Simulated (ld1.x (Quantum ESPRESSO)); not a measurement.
**Au: variants of one TM potential**

Base potential:

- Element: Au (Z = 79)
- Generator: ld1.x (Quantum ESPRESSO) 7.5
- Type: norm-conserving Troullier–Martins (Kleinman–Bylander form)
- Functional: PBEsol
- Relativity: scalar-relativistic
- Frozen core: [Xe] 4f14
- Valence charge: 11
- Reference configuration: 5d10 6s0.5 6p0 (charge +0.5)
- Partial waves: 6s (bound): rc 1.70 bohr; 6p (bound, empty): rc 2.40 bohr; 5d (bound): rc 1.45 bohr
- Local potential: the d channel
- Core correction: a·sin(br)/r model core, default radius (core density twice the valence density)

All-electron outer shells of the reference configuration (PBEsol, scalar-relativistic, ld1.x):

```csv
shell,level (eV),outermost node (bohr),outermost maximum (bohr)
4f,-85.27,–,0.37
5p,-63.93,0.52,0.96
5d,-10.99,0.56,1.21
6s,-9.41,1.11,2.27
6p,-3.49,1.32,3.22
```

Cutoffs, loose and tight: the cutoffs (Ry, on a coarse ladder) from which the occupation-weighted sum of valence levels, in a spherical-Bessel basis at the reference potential, stays within 10 and 1 mRy of its value at 400 Ry. They do not see the model core or the augmentation charge, which bear on the density cutoff. Test errors are all-electron minus pseudo excitation energies from the reference, over the configurations 5d10 6s1 6p0; 5d10 6s0 6p0; 5d9 6s0 6p0; 5d7 6s0 6p0; 5d9 6s1 6p1; 5d9 6s1 6p0; 5d8 6s0 6p0. A dash means not determined; rows that change the core or the reference have their own tests. The largest error is taken over the tests solved by every variant that gives reliable tests at all: 5d10 6s0 6p0; 5d10 6s1 6p0; 5d7 6s0 6p0; 5d8 6s0 6p0; 5d9 6s0 6p0; 5d9 6s1 6p0.

A true bound ghost makes a file unfit for plane-wave use even where its test errors are small: the radial tests pick states by their node count and pass the ghost by. Where a test does run into it, the solver fails or the error is huge.

| change | outcome | cutoff, loose | cutoff, tight | bound ghosts | largest test error (meV) |
| --- | --- | --- | --- | --- | --- |
| base | generated | 45 Ry | 80 Ry | s, p | -569 |
| all radii but the core radius scaled by about 0.81 (s 1.38, p 1.94, d 1.16 bohr) | generated | 120 Ry | 160 Ry | s, p | -594 |
| all radii but the core radius scaled by about 0.92 (s 1.56, p 2.20, d 1.34 bohr) | generated | 70 Ry | 90 Ry | s, p | -584 |
| all radii but the core radius scaled by about 1.10 (s 1.88, p 2.64, d 1.60 bohr) | generated | 45 Ry | 70 Ry | s, p | -546 |
| all radii but the core radius scaled by about 1.21 (s 2.06, p 2.92, d 1.76 bohr) | generated | 45 Ry | 55 Ry | s, p | -532 |
| all radii but the core radius scaled by about 1.37 (s 2.32, p 3.28, d 1.98 bohr) | generated | 45 Ry | 55 Ry | s, p | -538 |

Reading the sweep of the scale of all radii but the core radius (base = 1) (base included, trends over the rows without a ghost): Bound ghosts are found at 0.81, 0.92, 1, 1.1, 1.21, 1.37. Every judged row has one, so this setting neither creates nor removes them.
